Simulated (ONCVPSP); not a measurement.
## Before and after: ONCV potential for Ga (Z = 31)

```
Element                 : Ga (Z = 31)
Generator               : ONCVPSP 4.0.1
Type                    : optimised norm-conserving Vanderbilt (ONCV)
Functional              : BLYP
Relativity              : scalar-relativistic
Frozen core             : [Ne] 3s2
Valence charge          : 19
Reference configuration : 3p6 3d10 4s2 4p1
Partial waves           : 4s: rc 1.70 bohr, ncon 4, nbas 9, qcut 2.9 1/bohr, 2 projectors, debl 1.6 Ha; 3p+4p: rc 1.20 bohr, ncon 4, nbas 9, qcut 9.8 1/bohr, 3 projectors, debl 2.4 Ha; 3d: rc 0.95 bohr, ncon 5, nbas 9, qcut 15.3 1/bohr, 2 projectors, debl 2.7 Ha; f scattering state at 0.04 Ha: rc 1.85 bohr, ncon 4, nbas 8, qcut 7 1/bohr, 2 projectors, debl 2.5 Ha
Local potential         : polynomial inside 0.90 bohr (lpopt 4, dvloc0 1 Ha)
Core correction         : Teter function fitted to the true core (icmod 2), fcfact 0.2
```

Change: s: qcut 2.2; p: qcut 7.6; d: qcut 11.9; f: qcut 5.4.

Cutoffs: the cutoffs (Ha) at which the residual kinetic energy of the hardest occupied pseudo-wave falls to 1 and 0.1 mHa per electron; they do not see the model core or the augmentation charge, which bear on the density cutoff. Errors are all-electron minus pseudo energies relative to the spin-unpolarised reference configuration.

How do hardness, ghosts and transferability respond?

The potential gets harder (107 Ha and 182 Ha → 302 Ha and 342 Ha); of the 3 tests that both files solve, the error grows in 0 and shrinks in 1 by more than 15 % and 0.3 meV (median size 0.2 → 0.2 meV); neither file shows a bound ghost.

| quantity | base | changed |
| --- | --- | --- |
| cutoff, loose | 107 Ha | 302 Ha |
| cutoff, tight | 182 Ha | 342 Ha |
| loose cutoff by channel | s 27 Ha, p 42 Ha, d 107 Ha | s 63 Ha, p 159 Ha, d 302 Ha |
| bound ghosts | none | none |
| GHOST(+) flags under 300 eV | s at 40.0 eV | s at 46.8 eV |
| tests with a reliable result | 3 of 4 | 3 of 4 |
| error for 3p6 3d10 4s2 4p0, meV [ΔE 5.67 eV] | -0.2 | -0.2 |
| error for 3p6 3d10 4s1 4p0, meV [ΔE 26.91 eV] | -4.9 | -4.0 |
| error for 3p6 3d10 4s2 4p0.5, meV [ΔE 2.01 eV] | -0.1 | -0.1 |
| s: phases at 1.73 bohr within 0.05 rad from the reference energy up to (Ha; the scan ends near 5) | to the end of the scan | to the end of the scan |
| p: phases at 1.22 bohr within 0.05 rad from the reference energy up to (Ha; the scan ends near 5) | to the end of the scan | to the end of the scan |
| d: phases at 0.97 bohr within 0.05 rad from the reference energy up to (Ha; the scan ends near 5) | to the end of the scan | to the end of the scan |
| f: phases at 1.88 bohr within 0.05 rad from the reference energy up to (Ha; the scan ends near 5) | to the end of the scan | to the end of the scan |
| rms error of d²Exc/dni dnj with the model core, mHa | 1.24 | 1.10 |
